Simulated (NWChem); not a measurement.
Si$_{2}$H$_{5}$F; SMILES [SiH2]([SiH3])F

Computed with NWChem. Pople sets run with spherical d functions. Medium grid unless said otherwise, to which SCAN and Minnesota functionals are sensitive. Geometry: optimised at PBE-D3(BJ)/def2-SVP. Hybrids' shares of exact exchange are those that their runs print; pure functionals count as 0. The functionals differ in more than this share.

```
row                  share of exact exchange  orbital gap (eV)
-------------------  -----------------------  ----------------
PBE/6-31G*                              0.00              5.86
SCAN/6-31G*                             0.00              6.50
B3LYP/6-31G*                            0.20              7.57
B97-2/6-31G*                            0.21              7.77
M06-2X/6-31G*                           0.54          withheld
Hartree-Fock/6-31G*                     1.00             14.09
```

Q: Fit a straight line of the last column on the one before it, predict the withheld value, and compare with the run.

A: 
1. Means of the 5 shown rows: x = 0.282, y = 8.358. Slope Σ(x − x̄)(y − ȳ)/Σ(x − x̄)² = 5.451/0.6865 = 7.940; intercept 6.119.
2. The shown rows scatter about the line by 0.216 (root mean square); the largest residual is +0.38, at SCAN/6-31G*.
3. At x = 0.54 (M06-2X/6-31G*; inside the shown range) the line gives 10.41.
4. The run gives 9.89, -0.52 from the line, 2.4 times the scatter.
